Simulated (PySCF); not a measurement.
SnFCl3, SMILES [F][Sn]([Cl])([Cl])[Cl].

Geometry: PBE0-D3(BJ)/def2-SVP. The def2 effective core potentials stand for the cores of Sn; spin–orbit coupling is left out.

The numbers are results of ωB97X/def2-TZVP (PySCF), not measurements.

Isolated molecule, no solvent.

Computed frontier levels, gap, dipole moment and polarisability:
* **highest occupied level**: -12.41 eV
* **lowest empty level**: -1.46 eV
* **orbital gap**: 10.95 eV
* **dipole moment**: 1.13 D
* **quadrupole, principal values (traceless, Buckingham form, about the centre of nuclear charge)**: -3.90, 1.95, 1.95 D·Å
* **mean static polarisability**: 69.8 bohr³ (10.34 Å³)
* **polarisability, principal values**: 56.0, 76.7, 76.7 bohr³
